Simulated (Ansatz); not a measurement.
Geometry optimisation, RKS PBE-D4/6-31G (Ansatz 0.2.0).

Input:

```yaml
crystal:
  periodic: [false, false, false]
  atoms:
    - { symbol: C, position_ang: [-2.0526, -0.5437, 1.0374] }
    - { symbol: Al, position_ang: [-0.2828, -1.2988, 1.1089] }
    - { symbol: O, position_ang: [0.7892, -1.2491, -0.4049] }
    - { symbol: C, position_ang: [1.6934, -0.0794, -0.4367] }
    - { symbol: Si, position_ang: [0.7741, 1.2532, -1.4397] }
    - { symbol: H, position_ang: [-2.8564, -1.2618, 1.2556] }
    - { symbol: H, position_ang: [-2.2553, -0.0969, 0.0107] }
    - { symbol: H, position_ang: [-2.1394, 0.3413, 1.7587] }
    - { symbol: H, position_ang: [0.2494, -1.9359, 2.5089] }
    - { symbol: H, position_ang: [1.9157, 0.2906, 0.5954] }
    - { symbol: H, position_ang: [2.5503, -0.3386, -0.9439] }
    - { symbol: H, position_ang: [1.7014, 2.4148, -1.5431] }
    - { symbol: H, position_ang: [-0.4979, 1.7178, -0.7415] }
    - { symbol: H, position_ang: [0.398, 0.7572, -2.737] }
basis:
  gaussian: { orbitals: "6-31G" }
hamiltonian:
  xc: pbe
  dispersion: d4
relax:
  f_tol: 0.015
  max_steps: 40
```

Run as:

```bash
$ ansatz run input.yaml --threads 1 --pin off --max-ram 2048MiB --backend cpu --events-out ev --progress --plain --runs-dir out
```

**Question.** Where does it end, and by what steps?

**Answer.** The run converged. The force dipped under the threshold on the way, but the program's further checks kept it going. Limits of this set-up: no polarisation functions. After 29 steps the energy has fallen by 0.708 eV; O3 moved furthest, 1.21 Å.

| step | energy less start (eV) | largest force component (eV/Å) | accepted |
| --- | --- | --- | --- |
| 0 | 0.0000 | 2.726 | yes |
| 2 | -0.4406 | 0.733 | yes |
| 4 | -0.5643 | 0.294 | yes |
| 6 | -0.6205 | 0.245 | yes |
| 8 | -0.6211 | 0.420 | no |
| 10 | -0.6489 | 0.055 | yes |
| 12 | -0.6561 | 0.181 | yes |
| 14 | -0.6717 | 0.157 | yes |
| 16 | -0.6914 | 0.259 | yes |
| 18 | -0.7024 | 0.066 | yes |
| 20 | -0.7044 | 0.088 | yes |
| 22 | -0.7059 | 0.048 | yes |
| 24 | -0.7065 | 0.086 | yes |
| 26 | -0.7073 | 0.012 | yes |
| 28 | -0.7075 | 0.053 | yes |
| 29 | -0.7076 | 0.014 | yes |

```xyz
14
Properties=species:S:1:pos:R:3
C -2.060 -0.592 0.704
Al -0.319 -1.281 1.347
O 1.202 -0.791 0.640
C 1.833 0.020 -0.359
Si 0.666 1.331 -1.215
H -2.884 -1.003 1.313
H -2.238 -0.870 -0.351
H -2.104 0.511 0.761
H -0.106 -2.332 2.549
H 2.682 0.558 0.106
H 2.266 -0.635 -1.141
H 1.454 2.178 -2.199
H 0.052 2.239 -0.168
H -0.457 0.639 -1.959
```

Whether the end is a true minimum wasn't checked by a vibrational analysis.

Run time: 5.1 min on 1 thread of Intel(R) Xeon(R) Processor @ 2.50GHz (Skylake/Cascade Lake), with other jobs on the host, peak memory 0.19 GiB.
